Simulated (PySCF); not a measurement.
System: CH3Cl2Si, charge 0, multiplicity 2. It need not be the lowest isomer of its formula. 
Structure (B3LYP-D3(BJ)/def2-TZVP (Ansatz) minimum search):
```xyz
7

Si    -0.2186    -0.2263     0.4944
C     -2.0267    -0.2278     0.2600
Cl     0.6878    -1.3576    -0.9726
Cl     0.5023     1.6977     0.3466
H      0.1835    -0.7729     1.7979
H     -2.4983     0.2507    -0.5902
H     -2.6968    -0.7245     0.9520
```
Charge 0, spin multiplicity 2.

Dispersion corrections to the total energy (kcal/mol) from the dftd3 and dftd4 libraries through PySCF: D3(BJ) without and D4 with the three-body term, each with the damping fitted for the functional named.

| functional | D3(BJ) | D4 |
|---|---|---|
| BLYP | -9.96 | … |
| B2GP-PLYP | … | -1.89 |
| LC-wPBE | -4.58 | -5.01 |
| B2PLYP | -4.15 | -3.09 |
| TPSS | … | -5.98 |
| HF | -33.61 | -14.51 |
| BHLYP | -6.96 | -6.01 |

Question: What belongs in the gaps?

Answer: 
- BLYP, D4: -9.64
- B2GP-PLYP, D3(BJ): -4.19
- TPSS, D3(BJ): -5.75
